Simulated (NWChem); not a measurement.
System: TaCl4, doublet; SMILES [Cl][Ta]([Cl])([Cl])[Cl]

Input file for NWChem:

```
start job
memory heap 200 mb stack 700 mb global 900 mb
geometry units angstroms noautoz
  Ta     0.000000     0.000000     0.000000
  Cl    -1.447036    -1.447036     1.031999
  Cl     1.447036     1.447036     1.031999
  Cl     1.447036    -1.447036    -1.031999
  Cl    -1.447036     1.447036    -1.031999
end
basis spherical
  * library def2-svpd
end
ecp
  Ta library def2-ecp
end
dft
  odft
  mult 2
  xc xpbe96 cpbe96
  iterations 150
  mulliken
end
task dft energy
```

NWChem printed, in part:

```
             Northwest Computational Chemistry Package (NWChem) 7.3.0
             --------------------------------------------------------

 D2D symmetry detected

                             Geometry "geometry" -> ""
                             -------------------------

 Output coordinates in angstroms (scale by  1.889725989 to convert to a.u.)

  No.       Tag          Charge          X              Y              Z
 ---- ---------------- ---------- -------------- -------------- --------------
    1 Ta                  73.0000     0.00000000     0.00000000     0.00000000
    2 Cl                  17.0000     1.44703600     1.44703600     1.03199900
    3 Cl                  17.0000    -1.44703600    -1.44703600     1.03199900
    4 Cl                  17.0000    -1.44703600     1.44703600    -1.03199900
    5 Cl                  17.0000     1.44703600    -1.44703600    -1.03199900

 Effective nuclear repulsion energy (a.u.)    1392.9571561335

      Symmetry information
      --------------------

 Group name             D2d
 Group number             32
 Group order               8
 No. of unique centers     2

 Summary of "ao basis" -> "ao basis" (spherical)
 ------------------------------------------------------------------------------
       Tag                 Description            Shells   Functions and Types
 ---------------- ------------------------------  ------  ---------------------
 Ta                        def2-svpd                13       35   6s4p2d1f
 Cl                        def2-svpd                11       27   5s4p2d

      Symmetry analysis of basis
      --------------------------

        a1         28
        a2          9
        b1         10
        b2         26
        e          70

            General Information
            -------------------
          SCF calculation type: DFT
          Wavefunction type:  spin polarized.
          No. of atoms     :     5
          No. of electrons :    81
           Alpha electrons :    41
            Beta electrons :    40
          Charge           :     0
          Spin multiplicity:     2
          Use of symmetry is: on ; symmetry adaption is: on
          Maximum number of iterations: 150
          AO basis - number of functions:   143
                     number of shells:    57
          Convergence on energy requested:  1.00D-06
          Convergence on density requested:  1.00D-05
          Convergence on gradient requested:  5.00D-04

              XC Information
              --------------
          PerdewBurkeErnzerhof Exchange Functional  1.000
            Perdew 1991 LDA Correlation Functional  1.000 local
           PerdewBurkeErnz. Correlation Functional  1.000 non-local

             Grid Information
             ----------------
          Grid used for XC integration:  medium
          Radial quadrature: Mura-Knowles
          Angular quadrature: Lebedev.
          Tag              B.-S. Rad. Rad. Pts. Rad. Cut. Ang. Pts.
          ---              ---------- --------- --------- ---------
          Ta                  1.45      123          11.0       590
          Cl                  1.00       88          14.0       590
          Grid pruning is: on
          Number of quadrature shells:   211
          Spatial weights used:  Erf1

      Superposition of Atomic Density Guess
      -------------------------------------

 Sum of atomic energies:       -1899.23708828

      Non-variational initial energy
      ------------------------------

 Total energy =   -1893.990052
 1-e energy   =   -3532.584550
 2-e energy   =    1187.665529
 HOMO         =      -0.035418
 LUMO         =       0.004313

   Symmetry analysis of molecular orbitals - initial alpha
   -------------------------------------------------------

  Numbering of irreducible representations:

     1 a1          2 a2          3 b1          4 b2          5 e

  Orbital symmetries:

     1 a1          2 e           3 e           4 b2          5 a1
     6 e           7 e           8 b2          9 a1         10 e
    11 e          12 b2         13 b1         14 a1         15 b2
    16 e          17 e          18 e          19 e          20 a2
    21 a1         22 e          23 e          24 b2         25 a1
    26 b2         27 e          28 e          29 a1         30 b1
    31 b2         32 e          33 e          34 e          35 e
    36 a1         37 b2         38 e          39 e          40 a2
    41 a1         42 b1         43 e          44 e          45 a1
    46 b2         47 e          48 e          49 b2         50 a1
    51 b2

   Symmetry analysis of molecular orbitals - initial beta
   ------------------------------------------------------

  Numbering of irreducible representations:

     1 a1          2 a2          3 b1          4 b2          5 e

  Orbital symmetries:

     1 a1          2 e           3 e           4 b2          5 a1
     6 e           7 e           8 b2          9 a1         10 e
    11 e          12 b2         13 b1         14 a1         15 b2
    16 e          17 e          18 e          19 e          20 a2
    21 a1         22 e          23 e          24 b2         25 a1
    26 b2         27 e          28 e          29 a1         30 b1
    31 b2         32 e          33 e          34 e          35 e
    36 a1         37 b2         38 e          39 e          40 a2
    41 a1         42 b1         43 e          44 e          45 a1
    46 b2         47 e          48 e          49 b2         50 a1
    51 b2

     ---------------------------------------------
      Total Density - Mulliken Population Analysis
     ---------------------------------------------

    Atom       Charge   Shell Charges
 -----------   ------   -------------------------------------------------------
    1 Ta  13    10.74   0.03 -0.32  1.77  0.52  0.37  1.10  5.45  0.61 -0.19 -0.05  1.31  0.06  0.08
    2 Cl  17    17.56   2.00  1.99  1.25  0.69 -0.11  5.94  2.21  3.37  0.18  0.01  0.02
    3 Cl  17    17.56   2.00  1.99  1.25  0.69 -0.11  5.94  2.21  3.37  0.18  0.01  0.02
    4 Cl  17    17.56   2.00  1.99  1.25  0.69 -0.11  5.94  2.21  3.37  0.18  0.01  0.02
    5 Cl  17    17.56   2.00  1.99  1.25  0.69 -0.11  5.94  2.21  3.37  0.18  0.01  0.02

     --------------------------------------------
      Spin Density - Mulliken Population Analysis
     --------------------------------------------

    Atom       Charge   Shell Charges
 -----------   ------   -------------------------------------------------------
    1 Ta  13     1.60   0.00 -0.00  0.00 -0.01  0.06  1.06 -0.00  0.00  0.00  0.00  0.41  0.07  0.00
    2 Cl  17    -0.15   0.00  0.00  0.01 -0.00 -0.14  0.00  0.01  0.01 -0.04  0.00  0.01
    3 Cl  17    -0.15   0.00  0.00  0.01 -0.00 -0.14  0.00  0.01  0.01 -0.04  0.00  0.01
    4 Cl  17    -0.15   0.00  0.00  0.01 -0.00 -0.14  0.00  0.01  0.01 -0.04  0.00  0.01
    5 Cl  17    -0.15   0.00  0.00  0.01 -0.00 -0.14  0.00  0.01  0.01 -0.04  0.00  0.01

   convergence    iter        energy       DeltaE   RMS-Dens  Diis-err
 ---------------- ----- ----------------- --------- --------- ---------
 d= 0,ls=0.0,diis     1  -1896.3997134888 -2.35D+03  5.55D-02  6.42D-01
                                                     1.97D-02  5.60D-01
 d= 0,ls=0.5,diis     2  -1889.5150612838  6.88D+00  7.88D-03  1.22D+01
                                                     7.72D-03  1.27D+01
 d= 0,ls=0.5,diis     3  -1893.3198471580 -3.80D+00  3.33D-03  6.21D+00
                                                     3.45D-03  6.64D+00
 d= 0,ls=0.5,diis     4  -1894.9725431786 -1.65D+00  2.83D-03  3.28D+00
                                                     3.06D-03  3.55D+00
 d= 0,ls=0.5,diis     5  -1896.0711588222 -1.10D+00  2.37D-03  1.19D+00
                                                     2.61D-03  1.31D+00
 d= 0,ls=0.5,diis     6  -1896.6175958397 -5.46D-01  1.20D-03  2.19D-01
                                                     1.36D-03  2.46D-01
 d= 0,ls=0.5,diis     7  -1896.7423828635 -1.25D-01  6.94D-04  3.86D-02
                                                     7.18D-04  4.63D-02
  Resetting Diis
 d= 0,ls=0.5,diis     8  -1896.7704754262 -2.81D-02  4.81D-04  8.51D-03
                                                     4.07D-04  1.12D-02
 d= 0,ls=0.5,diis     9  -1896.7762207480 -5.75D-03  6.56D-04  5.49D-03
                                                     6.70D-04  6.83D-03
 d= 0,ls=0.5,diis    10  -1896.7792709080 -3.05D-03  3.74D-04  5.57D-03
                                                     2.90D-04  4.83D-03
 d= 0,ls=0.5,diis    11  -1896.7810382958 -1.77D-03  2.49D-04  2.25D-03
                                                     1.75D-04  1.84D-03
 d= 0,ls=0.5,diis    12  -1896.7820203798 -9.82D-04  1.36D-04  5.42D-04
                                                     9.04D-05  4.13D-04
 d= 0,ls=0.5,diis    13  -1896.7822921206 -2.72D-04  7.13D-05  1.20D-04
                                                     4.82D-05  8.49D-05
 d= 0,ls=0.5,diis    14  -1896.7823650222 -7.29D-05  4.04D-05  3.12D-05
                                                     2.82D-05  2.20D-05
 d= 0,ls=0.5,diis    15  -1896.7823888430 -2.38D-05  2.48D-05  9.04D-06
                                                     1.83D-05  6.96D-06
 d= 0,ls=0.5,diis    16  -1896.7823980719 -9.23D-06  1.53D-05  2.52D-06
                                                     1.22D-05  2.39D-06
 d= 0,ls=0.5,diis    17  -1896.7824017983 -3.73D-06  9.72D-06  7.42D-07
                                                     8.37D-06  9.82D-07
 d= 0,ls=0.5,diis    18  -1896.7824034105 -1.61D-06  6.42D-06  2.32D-07
                                                     5.82D-06  4.47D-07
 d= 0,ls=0.5,diis    19  -1896.7824041373 -7.27D-07  4.20D-06  7.82D-08
                                                     4.07D-06  2.16D-07

         Total DFT energy =    -1896.782404474360
      One electron energy =    -3534.631417957324
           Coulomb energy =     1305.896827222668
    Exchange-Corr. energy =     -118.976783105425
 Nuclear repulsion energy =      450.928969365721

 Numeric. integr. density =       80.999999812071

                  Occupations of the irreducible representations
                  ----------------------------------------------

                     irrep           alpha         beta
                     --------     --------     --------
                     a1                9.0          8.0
                     a2                2.0          2.0
                     b1                2.0          2.0
                     b2                8.0          8.0
                     e                20.0         20.0

                    DFT Final Alpha Molecular Orbital Analysis
                    ------------------------------------------

 Vector   39  Occ=1.000000D+00  E=-3.121935D-01  Symmetry=e
              MO Center=  3.4D-13,  6.7D-13,  2.0D-01, r^2= 6.3D+00
   Bfn.  Coefficient  Atom+Function         Bfn.  Coefficient  Atom+Function
  ----- ------------  ---------------      ----- ------------  ---------------
    49      0.323457  2 Cl pz                76     -0.323457  3 Cl pz
    46      0.259136  2 Cl pz                73     -0.259136  3 Cl pz
   102      0.203232  4 Cl py               129      0.203232  5 Cl py
   101      0.192175  4 Cl px               128      0.192175  5 Cl px
    99      0.162920  4 Cl py               126      0.162920  5 Cl py

 Vector   40  Occ=1.000000D+00  E=-3.077016D-01  Symmetry=a2
              MO Center=  5.9D-14,  3.1D-14,  2.3D-14, r^2= 6.3D+00
   Bfn.  Coefficient  Atom+Function         Bfn.  Coefficient  Atom+Function
  ----- ------------  ---------------      ----- ------------  ---------------
    47      0.222468  2 Cl px                48     -0.222468  2 Cl py
    74     -0.222468  3 Cl px                75      0.222468  3 Cl py
   101      0.222468  4 Cl px               102      0.222468  4 Cl py
   128     -0.222468  5 Cl px               129     -0.222468  5 Cl py
    44      0.177908  2 Cl px                45     -0.177908  2 Cl py

 Vector   41  Occ=1.000000D+00  E=-1.758816D-01  Symmetry=a1
              MO Center= -3.5D-14,  8.5D-14,  6.2D-14, r^2= 3.0D+00
   Bfn.  Coefficient  Atom+Function         Bfn.  Coefficient  Atom+Function
  ----- ------------  ---------------      ----- ------------  ---------------
    21      0.805769  1 Ta d  0               5      0.237977  1 Ta s
     6      0.170907  1 Ta s                 49     -0.153008  2 Cl pz
    76     -0.153008  3 Cl pz               103      0.153008  4 Cl pz
   130      0.153008  5 Cl pz                26      0.143224  1 Ta d  0
     3     -0.130900  1 Ta s                 46     -0.108695  2 Cl pz

 Vector   42  Occ=0.000000D+00  E=-1.548160D-01  Symmetry=b1
              MO Center= -6.1D-14,  3.6D-14, -1.3D-14, r^2= 3.3D+00
   Bfn.  Coefficient  Atom+Function         Bfn.  Coefficient  Atom+Function
  ----- ------------  ---------------      ----- ------------  ---------------
    23      0.846027  1 Ta d  2              47     -0.136630  2 Cl px
    48      0.136630  2 Cl py                74      0.136630  3 Cl px
    75     -0.136630  3 Cl py               101      0.136630  4 Cl px
   102      0.136630  4 Cl py               128     -0.136630  5 Cl px
   129     -0.136630  5 Cl py                28      0.130786  1 Ta d  2

 Vector   43  Occ=0.000000D+00  E=-1.273139D-01  Symmetry=e
              MO Center=  1.4D-13, -1.1D-13,  5.4D-02, r^2= 3.4D+00
   Bfn.  Coefficient  Atom+Function         Bfn.  Coefficient  Atom+Function
  ----- ------------  ---------------      ----- ------------  ---------------
    20      0.664713  1 Ta d -1              22      0.453491  1 Ta d  1
   101      0.185743  4 Cl px               128      0.185743  5 Cl px
    16     -0.171310  1 Ta px                25      0.146652  1 Ta d -1
   102     -0.145719  4 Cl py               129     -0.145719  5 Cl py
    47      0.137248  2 Cl px                74      0.137248  3 Cl px

 Vector   44  Occ=0.000000D+00  E=-1.273139D-01  Symmetry=e
              MO Center= -4.1D-15, -1.8D-13, -5.4D-02, r^2= 3.4D+00
   Bfn.  Coefficient  Atom+Function         Bfn.  Coefficient  Atom+Function
  ----- ------------  ---------------      ----- ------------  ---------------
    22      0.664713  1 Ta d  1              20     -0.453491  1 Ta d -1
    48     -0.185743  2 Cl py                75     -0.185743  3 Cl py
    17      0.171310  1 Ta py                27      0.146652  1 Ta d  1
    47     -0.145719  2 Cl px                74     -0.145719  3 Cl px
   102     -0.137248  4 Cl py               129     -0.137248  5 Cl py

                     DFT Final Beta Molecular Orbital Analysis
                     -----------------------------------------

 Vector   38  Occ=1.000000D+00  E=-3.108686D-01  Symmetry=e
              MO Center= -8.2D-14,  8.5D-14, -1.8D-01, r^2= 6.3D+00
   Bfn.  Coefficient  Atom+Function         Bfn.  Coefficient  Atom+Function
  ----- ------------  ---------------      ----- ------------  ---------------
   103      0.304937  4 Cl pz               130     -0.304937  5 Cl pz
   100      0.243875  4 Cl pz               127     -0.243875  5 Cl pz
    47      0.204121  2 Cl px                74      0.204121  3 Cl px
    44      0.162517  2 Cl px                71      0.162517  3 Cl px
    48     -0.147248  2 Cl py                75     -0.147248  3 Cl py

[...]
```

Level: PBE/def2-SVPD with def2 effective core potentials on Ta, spin-unrestricted. In the optimisation the excess spin sits in a1 (D2d, its own frame). The geometry was optimised at PBE0/def2-SVP, spin-unrestricted. No frequency run checked for a minimum. The spin multiplicity was typed, not searched, and may not be the lowest. No stability test was run on the SCF state. def2 effective core potentials on Ta; no spin-orbit coupling.
